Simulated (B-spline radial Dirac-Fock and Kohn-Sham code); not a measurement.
Calculated with a B-spline atomic structure program, using the Dirac equation of a negative muon with reduced mass in the field of a spherical finite nucleus, with the Uehling potential to all orders; nuclear polarisation, deformation, hyperfine structure, self-energy, higher-order vacuum polarisation, relativistic recoil and electron screening are left out. The nuclear charge is a uniformly charged sphere.

Q: A muonic atom of atomic mass 113.90 u emits these computed lines: 2p3/2 → 1s1/2 3254 keV, 3d5/2 → 2p3/2 906.6 keV, 4f7/2 → 3d5/2 318.0 keV, 5g9/2 → 4f7/2 146.6 keV. Which element is it, and what rms charge radius was used?

A: Cadmium (Z = 48, nuclide ¹¹⁴Cd); the high transitions hardly feel the nucleus and fix Z. The 2p → 1s line lies 1802 keV below the value for a point nucleus without QED, which for this nuclear model gives a radius near 4.61 fm (4.6087 fm was used).
